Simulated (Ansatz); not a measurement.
Cl₂Sr, charge +1, doublet (typed; the unrestricted solution is spin-contaminated), at a GFN2-xTB geometry (such geometries of metal compounds can be far from the true shape) (a state made from the parent by changing its charge; the spin is typed, not shown lowest) (core potentials on Sr); BLYP/def2-SVP (Ansatz, a quantum-chemistry and plane-wave program).

Input for Ansatz:
Ansatz 0.2 input:
```yaml
crystal:
  periodic: [false, false, false]
  atoms:
    - {symbol: Sr, position_ang: [0.42538366, -0.91903218, 0.19248417]}
    - {symbol: Cl, position_ang: [0.49296414, 1.27448702, -1.17433119]}
    - {symbol: Cl, position_ang: [-1.44382173, 0.77982020, 0.74407246]}
basis:
  gaussian:
    orbitals: def2-SVP
    occupation: {up: {"A1": 9, "A2": 2, "B1": 4, "B2": 7}, down: {"A1": 9, "A2": 2, "B1": 3, "B2": 7}}
hamiltonian:
  xc: blyp
total_charge: 1
magnetization: {spin_polarized: true, initial_magnetization: 1}
```

Q: What does Ansatz print? Leave out banner, timings and long lists.

A: 
```
Functional definition: BLYP
the irreps are read with x along [0.584, 0.416, 0.697], y along [0.699, 0.179, -0.692] and z along [-0.413, 0.892, -0.187] of the geometry given
671 factors; their error is unknown
mean field evaluation 1: about -25858.8885 eV, gradient 1.9e1 eV
mean field evaluation 2: about -25860.8667 eV, gradient 1.3e0 eV
mean field evaluation 4: about -25860.9820 eV, gradient 7.2e-1 eV
mean field evaluation 8: about -25860.9337 eV, gradient 2.6e-1 eV
mean field evaluation 16: about -25860.9549 eV, gradient 1.9e-6 eV
mean field -25860.95488246 eV, -950.3725627457 hartree, gradient 1.9e-6 eV, S^2 0.969824; 0 other end points of the search recorded, 0 dependent functions left out
reference -25860.95519676 eV, -950.3725742960 hartree; 22, 21 occupied and 37, 38 virtual orbitals, 671 factors
Total energy: -25860.95519676 eV, -950.3725742960 hartree
```
